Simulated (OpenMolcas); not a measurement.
4f ions of charge +0 along the row

```
Program             : OpenMolcas 26.06
Method              : SS-CASPT2, IPEA 0.25 Eh, imaginary shift 0.1 Eh
Basis               : ANO-RCC-VTZP
Scalar Hamiltonian  : DKH2, point nucleus
Spin-orbit coupling : RASSI with atomic mean-field integrals over the reference wave functions, term energies averaged over their components
```

Active space: the 4f shell under a closed s shell; CASPT2 also correlates the outermost closed s and p core shells.

ζ = ±2S·A comes from the whole width of the ground multiplet by E(J) = (A/2) J(J+1), where its levels are at least 85 % pure. Energies in cm-1.

```json
{"Ion": "Pr", "Configuration": "4f³ 6s²", "Lowest level": "⁴I°_9/2", "Weight (%)": "96", "g": "0.734", "g, pure LS": "0.727", "Next level": "⁴I°_11/2", "E": "1535", "E measured": "1377", "ζ": "745", "ζ measured": "674"}
{"Ion": "Nd", "Configuration": "4f⁴ 6s²", "Lowest level": "⁵I₄", "Weight (%)": "97", "g": "0.604", "g, pure LS": "0.599", "Next level": "⁵I₅", "E": "1231", "E measured": "1128", "ζ": "845", "ζ measured": "777"}
{"Ion": "Pm", "Configuration": "4f⁵ 6s²", "Lowest level": "⁶H°_5/2", "Weight (%)": "96", "g": "0.297", "g, pure LS": "0.284", "Next level": "⁶H°_7/2", "E": "890", "E measured": "804", "ζ": "1003", "ζ measured": "925"}
{"Ion": "Sm", "Configuration": "4f⁶ 6s²", "Lowest level": "⁷F₀", "Weight (%)": "92", "g": "", "g, pure LS": "", "Next level": "⁷F₁", "E": "348", "E measured": "293", "ζ": "1263", "ζ measured": "1149"}
{"Ion": "Tb", "Configuration": "4f⁹ 6s²", "Lowest level": "⁶H°_15/2", "Weight (%)": "95", "g": "1.327", "g, pure LS": "1.334", "Next level": "⁶H°_13/2", "E": "2930", "E measured": "2772", "ζ": "1605", "ζ measured": ""}
{"Ion": "Dy", "Configuration": "4f¹⁰ 6s²", "Lowest level": "⁵I₈", "Weight (%)": "94", "g": "1.243", "g, pure LS": "1.251", "Next level": "⁵I₇", "E": "4320", "E measured": "4134", "ζ": "1763", "ζ measured": "1681"}
{"Ion": "Ho", "Configuration": "4f¹¹ 6s²", "Lowest level": "⁴I°_15/2", "Weight (%)": "98", "g": "1.197", "g, pure LS": "1.200", "Next level": "⁴I°_13/2", "E": "5600", "E measured": "5420", "ζ": "", "ζ measured": ""}
{"Ion": "Er", "Configuration": "4f¹² 6s²", "Lowest level": "³H₆", "Weight (%)": "99", "g": "1.166", "g, pure LS": "1.167", "Next level": "³F₄ [63 %]", "E": "4930", "E measured": "5035", "ζ": "", "ζ measured": ""}
```

Measured columns use the levels in NIST Handbook of Basic Atomic Spectroscopic Data (Pr, Nd, Pm, Sm, Tb, Dy, Ho, Er).

The computed ζ goes from 745 (Pr) to 1763 cm-1 (Dy), a factor of 2.37, rising at every step. It departs from the measured column by +5 to +11 %.

CASPT2 does not keep the components of a term degenerate, so their means are used; among the low terms the widest spread is 2500 cm-1 (4f³ 6s² ²L°, Pr). Over all roots computed the reference weight is 0.80 to 0.85 in Pr; the roots of lowest weight are the least certain, and an intruder state may touch them. With the s shell closed, the reference lacks s² → p² mixing. The CASPT2 spread within a term exceeds the gap to the next term for 4f³ 6s² ²P° and 4f³ 6s² ⁴G°, 4f³ 6s² ⁴G° and 4f³ 6s² ²D°(1), 4f³ 6s² ²I° and 4f³ 6s² ²L° and others, so the order of their levels is uncertain, and so are names and mixing where such terms share a J (figures for Pr; the like holds for Nd, Pm, Dy, Er). High states are left out of the spin-orbit mixing, which shifts the levels that they would mix with (holds for Pr; Nd; Pm; Sm; Tb; Dy; Ho). Some terms miss by over 15 % even with CASPT2, which points to a basis or an active space too small for the shells correlated (holds for Nd). Terms from blocks run as CI alone lack orbitals of their own (holds for Sm). Some high roots are left out of the spin-orbit mixing, which shifts the levels that they would mix with (holds for Er). Measured partners are found by configuration, term and J. A level has none where our copy of the source lacks it or the pairing is in doubt (some pairs that miss far off the trend of their configuration count as doubtful), and it then counts in no deviation. Levels of configurations outside the active space are missing.

A share in square brackets marks a mixed level and gives the weight of the term that names it, the lowest over the columns. A number in round brackets counts repeated terms of one configuration in the order of the reference energies. ° marks odd parity.
